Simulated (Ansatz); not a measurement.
Total energies of CH5AlBFO, SMILES `[CH3][Al]([F])[BH]O`.

```xyz
10

C    -0.316   -0.724    1.785
Al    0.730    0.104    0.367
F     2.346    0.332    0.689
B     0.052    0.803   -1.551
O    -0.557   -0.091   -2.370
H     0.280   -1.427    2.373
H    -0.687    0.038    2.480
H    -1.190   -1.253    1.396
H     0.173    1.937   -1.953
H    -0.830    0.280   -3.215
```

Total charge 0; spin multiplicity 1. The structure was optimised at the PBE0-D4/def2-TZVP level. It is one conformer, not always the lowest. Basis def2-TZVPP, the Gaussian-basis code of Ansatz.

RPA on PBE orbitals: Hartree–Fock energy of these orbitals -481.85364 Eh, correlation -1.35935 Eh (frozen core).

```csv
functional,energy without D4 (Eh),D4 term (kJ/mol)
LDA (SPW92),-480.77864,–
PBE,-483.26766,-14.7
r2SCAN,-483.53317,-3.7
B97M-V,-483.57415,–
r2SCAN0,-483.49968,-4.4
HSE06 (plane-wave form),-483.28612,-11.7
BHLYP,-483.57687,-18.7
CAM-B3LYP,-483.60494,-12.7
ωB97X-V,-483.56568,–
PBE-QIDH,-483.18593,–
```

(1) Give the same for revPBE, BLYP, PBE0, B3LYP, r2SCANh, LC-ωPBE, ωB97M-V, B2PLYP. (An estimate is asked.)

B3LYP takes the VWN-RPA correlation (the form of Gaussian; ORCA's B3LYP/G). HSE06 is the plane-wave form, built on full-range PBE exchange. The double hybrids freeze the cores in their second-order part.

Answers

(1) The calculation gave: 
```
functional  energy without D4 (Eh)  D4 term (kJ/mol)
    revPBE              -483.54767             -42.8
      BLYP              -483.63271             -31.7
      PBE0              -483.30408             -12.5
     B3LYP              -483.71849             -23.6
   r2SCANh              -483.51933              -4.0
   LC-ωPBE              -483.45559                 –
   ωB97M-V              -483.58214                 –
    B2PLYP              -483.40407                 –
```

LC-ωPBE has ω = 0.4 bohr⁻¹.
